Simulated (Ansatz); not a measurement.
Ansatz (an electronic-structure program) input:

Ansatz 0.2 input:
```yaml
crystal:
  periodic: [false, false, false]
  atoms:
    - {symbol: Bi, position_ang: [-0.01977915, -0.01071297, 0.65147255]}
    - {symbol: F, position_ang: [1.61608099, -1.29766838, -0.28405044]}
    - {symbol: F, position_ang: [0.00871700, 2.03441365, -0.36049781]}
    - {symbol: O, position_ang: [-1.55540282, -0.76791397, -0.07369656]}
basis:
  gaussian:
    orbitals: def2-TZVP
hamiltonian:
  xc: b3lyp
  dispersion: d3bj
total_charge: -1
relax: {f_tol: 0.002, max_steps: 150}
```

Which total energy does the run end on?

-489.86670 Eh (B3LYP-D3(BJ)/def2-TZVP). The basis has 143 functions. The run takes around 23 core-seconds (rough).

It need not be the lowest isomer of its formula. Whether it binds its extra electron was not tested at this geometry.
